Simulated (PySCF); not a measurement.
## Static response to an electric field

Compound: C4H11FSi2.
SMILES with atom numbers: `[F:1][C@H:2]1[CH2:3][Si@H:4]([CH2:5][SiH3:6])[CH2:7]1` (hydrogens: H8 on C2; H9, H10 on C3; H11 on Si4; H12, H13 on C5; H14, H15, H16 on Si6; H17, H18 on C7)

Structure used (GFN2-xTB), in Å, numbered top down from 1:
```xyz
18
C4H11FSi2 angstrom
F     -3.432   -0.302   -1.048
C     -2.201   -0.440   -0.439
C     -1.057   -0.574   -1.453
Si    -0.068    0.793   -0.551
C      1.378    0.199    0.519
Si     2.894   -0.414   -0.453
C     -1.777    0.828    0.314
H     -2.293   -1.312    0.216
H     -0.652   -1.580   -1.523
H     -1.404   -0.287   -2.443
H      0.263    1.976   -1.353
H      1.038   -0.597    1.182
H      1.687    1.020    1.165
H      3.360    0.654   -1.339
H      2.540   -1.596   -1.240
H      3.959   -0.765    0.492
H     -1.840    0.737    1.395
H     -2.405    1.665    0.017
```

Level: PBE0/def2-SVPD (PySCF), static field, nuclei fixed, core orbitals frozen in the response. The polarisability tensor in these axes (au):

```
x   121.30  -1.91   0.57
y    -1.91  89.49   2.08
z     0.57   2.08  88.94
```

Question: Give the principal values, the mean and the anisotropy Δα = √{½[(α1 − α2)² + (α2 − α3)² + (α1 − α3)²]}.

Answer: Principal values 87.03, 91.28 and 121.42 au; mean 99.91 au = 14.81 Å³ = 16.47 × 10⁻⁴⁰ C²·m²/J; Δα = 32.47 au (33 % of the mean).

Question: What is the dipole moment, and where does it point?

Answer: (1.84, 0.05, 1.29) D, 2.25 D in size, pointing from the negative to the positive side. Measured along this direction, the outermost atoms are F1 at the negative end and H16 at the positive end.

Question: Rayleigh depolarisation ratio (linearly polarised light, static tensor)?

Answer: ρ = 3Δα²/(45ᾱ² + 4Δα²) = 3163.4/(449189 + 4217.9) = 0.00698.

Question: What would n − 1 = 2πNα be for an ideal gas of these molecules at 350 K and 1 atm, electronic part alone?

Answer: N = p/kT = 2.0968 × 10¹⁹ cm⁻³, so n − 1 = 2π × N × 14.81 × 10⁻²⁴ cm³ = 1951 × 10⁻⁶ at long wavelengths, for an ideal gas.

Question: Orientational against electronic polarisability at 273 K (dilute gas, rigid molecules)?

Answer: In Gaussian units μ²/3kT = 44.72 Å³ against 14.81 Å³, a ratio of 3.02; the Debye molar polarisation (4π/3)N_A(α + μ²/3kT) is 150.2 cm³/mol, leaving out the vibrational part.

Isolated species at its GFN2-xTB geometry (one conformer only).
